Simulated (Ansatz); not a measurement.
Ansatz (a program for electronic structure) input:
A basis named .json is the Basis Set Exchange file of that set.

Ansatz 0.2 input:
```yaml
crystal:
  periodic: [false, false, false]
  atoms:
    - {symbol: C, position_ang: [-2.53198505, -0.89843474, -0.72621519]}
    - {symbol: C, position_ang: [-1.44169703, 0.10779104, -0.61736829]}
    - {symbol: C, position_ang: [-1.95474518, 1.42320654, -0.02070044]}
    - {symbol: C, position_ang: [-0.23983472, -0.46678060, 0.15333990]}
    - {symbol: C, position_ang: [1.01578546, 0.41234520, 0.11830898]}
    - {symbol: C, position_ang: [2.16588735, -0.21142218, 0.84551718]}
    - {symbol: C, position_ang: [3.32252981, -0.55874304, 0.29609641]}
    - {symbol: H, position_ang: [-3.56409826, -0.59136186, -0.83059987]}
    - {symbol: H, position_ang: [-2.30371464, -1.95147502, -0.82590079]}
    - {symbol: H, position_ang: [-1.08105540, 0.33259557, -1.63736886]}
    - {symbol: H, position_ang: [-2.26161707, 1.27843338, 1.01801387]}
    - {symbol: H, position_ang: [-1.19338307, 2.20303856, -0.04512813]}
    - {symbol: H, position_ang: [-2.81945246, 1.78812032, -0.57790358]}
    - {symbol: H, position_ang: [-0.53752911, -0.64233971, 1.19240174]}
    - {symbol: H, position_ang: [0.01064459, -1.44559431, -0.26488705]}
    - {symbol: H, position_ang: [1.29901062, 0.60762733, -0.92025454]}
    - {symbol: H, position_ang: [0.79216930, 1.38222093, 0.57375855]}
    - {symbol: H, position_ang: [2.00921739, -0.39869698, 1.90555265]}
    - {symbol: H, position_ang: [3.52049820, -0.39360313, -0.75736314]}
    - {symbol: H, position_ang: [4.11366620, -1.01673816, 0.87580779]}
basis:
  gaussian:
    orbitals: def2-QZVPP.json
hamiltonian:
  xc: {name: PBE0}
magnetization: {spin_polarized: true, initial_magnetization: 1}
```

Predict the final energy.

-274.25983 Eh (PBE0/def2-QZVPP). The basis has 789 functions.

It need not be the lowest isomer of its formula.
